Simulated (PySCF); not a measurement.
# Dipole moment and polarisability of `CC#Cc1ccc(C)cc1`

Compound: C10H10.
Cartesian coordinates in Å at the PBE0-D3(BJ)/def2-SVP level; atoms count from 1:
```
atom  x, y, z in Å
C1     5.3445    0.8028    0.6045
C2     3.8921    0.8146    0.6124
C3     2.6771    0.8279    0.6213
C4     1.2487    0.8376    0.6301
C5     0.5229   -0.2984    1.0270
C6    -0.8665   -0.2849    1.0307
C7    -1.5854    0.8531    0.6439
C8    -3.0852    0.8712    0.6831
C9    -0.8581    1.9814    0.2455
C10    0.5316    1.9805    0.2374
H11    5.7529    1.6006    1.2452
H12    5.7393    0.9568   -0.4126
H13    5.7360   -0.1576    0.9740
H14    1.0652   -1.1961    1.3303
H15   -1.4094   -1.1824    1.3403
H16   -3.5003    1.5693   -0.0583
H17   -3.5062   -0.1262    0.4891
H18   -3.4494    1.1919    1.6738
H19   -1.3943    2.8815   -0.0682
H20    1.0805    2.8696   -0.0789
```

Level: CAM-B3LYP/def2-SVPD (PySCF), static field, nuclei fixed, core orbitals frozen in the response. The polarisability tensor in these axes (au):

```
x   197.21  -0.77  -1.58
y    -0.77 103.37 -11.00
z    -1.58 -11.00  75.41
```

Q: Diagonalise the tensor; give its mean and Δα, where Δα² is half the sum of the squared differences of the eigenvalues.

A: Principal values 71.58, 107.18 and 197.24 au; mean 125.33 au = 18.57 Å³ = 20.66 × 10⁻⁴⁰ C²·m²/J; Δα = 112.18 au (90 % of the mean).

Q: What is the dipole moment?

A: 0.07 D at this geometry.

Q: Sum over states: ᾱ = Σ f/ω², ω in Eh. What share falls to these 10 lowest TDDFT singlets (eV, f)? 5.04, 0.0021; 5.16, 0.4702; 5.51, 0.0001; 6.22, 0.0012; 6.25, 0.0004; 6.39, 0.2639; 6.53, 0.1936; 6.72, 0.0001; 6.91, 0.0018; 7.07, 0.7956.

A: They add up to 33.16 au, 26.5 % of the 125.33 au; the largest single term is 13.09 au, from the state at 5.16 eV. Terms in order: 0.06, 13.09, 0.00, 0.02, 0.01, 4.79, 3.36, 0.00, 0.03, 11.79 au. Higher excitations give the rest. The strengths listed sum to 1.729.

Q: What depolarisation ratio follows for Rayleigh scattering of linearly polarised light, taking the static tensor?

A: ρ = 3Δα²/(45ᾱ² + 4Δα²) = 37750.6/(706866 + 50334.2) = 0.0499.

Q: Molar refractivity from α?

A: Lorentz–Lorenz: R = (4π/3)N_A α = 2.5225 cm³/(mol·Å³) × 18.57 Å³ = 46.8 cm³/mol, in the limit of long wavelengths.

Q: Give the eigenvalues of the traceless quadrupole moment Θ = ½Σq(3rr − r²1), origin at the centre of nuclear charge.

A: -11.95, -1.12, 13.08 D·Å. The values depend on the origin, since the dipole doesn't vanish. The electronic extent ⟨r²⟩ about the same centre is 2124 bohr², a root-mean-square distance of 2.92 Å for the 70 electrons.

Isolated species at its PBE0-D3(BJ)/def2-SVP geometry, gas phase.
